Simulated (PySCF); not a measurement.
# Reading the logs of faulty runs: BC2H7O

All numbers below are calculated, not measured. They come from PySCF 2.14.0, an open-source quantum chemistry program, on an isolated molecule that a program drew, which may never have been made. The molecule is BC2H7O (charge 0, singlet), drawn as the SMILES string `CBOC`.

Each row is a Hartree-Fock (HF) and frozen-core CCSD(T) single point in the cc-pVDZ basis, meant for a local HF minimum. Run 1 is clean. Each other run has one planted mistake out of seven kinds, and not every kind appears here: one electron removed, one electron added, multiplicity raised by two, geometry at a saddle point, minimal basis STO-3G, one bond length entered in bohr, all coordinates scaled. The reference is restricted for singlets and unrestricted otherwise, and also for a bond in bohr. Adding or removing an electron swaps singlet and doublet. Electrons count all cores. HOMO and LUMO are orbital energies over both spins, the gradient is its largest component, and the lowest frequency (negative if imaginary) is given only where the gradient is small. Bond lengths are over the 10 bonds as drawn. T1 is the CCSD diagnostic: over 0.02 (restricted) or 0.045 (unrestricted) a single reference is doubtful.

Geometry of the clean run:
```xyz
11
BC2H7O, angstrom
C    -0.6508    1.2510   -1.7021
B     0.5623    0.7852   -0.8001
O     0.7245    1.0622    0.5100
C    -0.1724    1.8173    1.2835
H    -0.2649    1.8257   -2.5520
H    -1.4165    1.8493   -1.2049
H    -1.1338    0.3679   -2.1361
H     1.4430    0.1218   -1.2860
H    -1.1584    1.3510    1.3200
H     0.2275    1.8673    2.2943
H    -0.2753    2.8329    0.8974
```

| run | electrons | basis functions | <S^2> | HOMO (eV) | LUMO (eV) | gradient (hartree/bohr) | lowest frequency (cm^-1) | mean bond (Å) | longest bond (Å) | T1 | HF (hartree) | CCSD(T) (hartree) | mistake |
|---|---|---|---|---|---|---|---|---|---|---|---|---|---|
| 1 | 32 | 91 | 0.000 | -11.68 | 4.09 | 2.1e-06 | 54 | 1.2095 | 1.582 | 0.0129 | -179.40750 | -180.03171 | no fault |
| 2 | 32 | 91 | 0.000 | -11.69 | 4.19 | 1.2e-02 | - | 1.1926 | 1.560 | 0.0125 | -179.40545 | -180.02655 | all coordinates scaled |
| 3 | 31 | 91 | 0.772 | -18.66 | -8.07 | 5.7e-02 | - | 1.2095 | 1.582 | 0.0558 | -179.03234 | -179.64360 | one electron removed |
| 4 | 32 | 91 | 2.017 | -4.70 | -2.03 | 8.1e-02 | - | 1.2095 | 1.582 | 0.0301 | -179.15820 | -179.79071 | multiplicity raised by two |
| 5 | 32 | 27 | 0.000 | -9.76 | 8.53 | 2.8e-02 | - | 1.2095 | 1.582 | 0.0162 | -177.15744 | -177.40072 | ? |

**Which mistake was planted in run 5, and what did it cost?**

It has 27 basis functions where the clean run has 91, with the same electrons and geometry. So the mistake is: minimal basis STO-3G. Subtracting run 1 and multiplying by 627.51 kcal/mol a hartree, the energy moved by 1411.9 kcal/mol in HF and 1651.0 kcal/mol in CCSD(T).

Cautions from the logs. Run 3: T1 is over the limit, so its CCSD(T) energy is less reliable.
